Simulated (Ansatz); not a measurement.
`[OH][GeH2][F]` → H–F + `[OH][GeH]` at 700 K and 1 bar (germylene formation by 1,1-elimination).

Computed with Ansatz on PBE0-D4/def2-TZVP structures; ΔE is electronic, products minus reactants. CCSD(T)/CBS adds triple-zeta CCSD(T) − MP2 to the extrapolated MP2 energy (def2 sets, frozen cores). This one scheme is used for every species. For Ge outer-core shells are correlated without core-valence functions, which leaves a few kJ/mol of doubt a bond. Scalar relativity is left out up to krypton. One conformer a species, not always the lowest.

| species | CCSD(T)/CBS energy (Eh) | H − E (kJ/mol) | S (J/(mol·K)) |
| --- | --- | --- | --- |
| `[OH][GeH2][F]` | -2252.93819 | 134.1 | 365.3 |
| H–F | -100.39570 | 45.2 | 198.5 |
| `[OH][GeH]` | -2152.47759 | 86.1 | 302.2 |

H − E and S are ideal-gas, rigid-rotor, harmonic terms from PBE0-D4/def2-TZVP, for one conformer and one mirror image of each species. 1 Eh = 2625.50 kJ/mol, R = 8.31446 J/(mol·K).

**Question.** By hand: ΔE, ΔH, ΔS and ΔG.

**Answer.** ΔE = (-100.39570) + (-2152.47759) − (-2252.93819) = 0.06490 Eh = 170.4 kJ/mol. Δ(H − E) = 45.2 + 86.1 − 134.1 = -2.8, so ΔH = 167.6 kJ/mol. ΔS = 198.5 + 302.2 − 365.3 = 135.4 J/(mol·K). ΔG = 167.6 − 700 × (135.4)/1000 = 72.8 kJ/mol.

**Question.** By hand: the equilibrium constant, and the temperature at which ΔG would vanish if ΔH and ΔS stayed fixed.

**Answer.** log₁₀ K = −ΔG/(RT ln 10) = -5.4. ΔG = 0 at ΔH/ΔS = 1238 K.

The number of gas molecules changes by +1, which sets the sign of ΔS. A doubt of 5 kJ/mol in ΔE shifts log₁₀ K by 0.4 here. Other conformers and mirror images would add mixing entropy, several J/(mol·K) or more a flexible species. These are equilibria of isolated gas molecules and say nothing of rates. Largest T1 diagnostic: 0.016 (customary marks: 0.02 for closed shells, 0.045 for open ones).
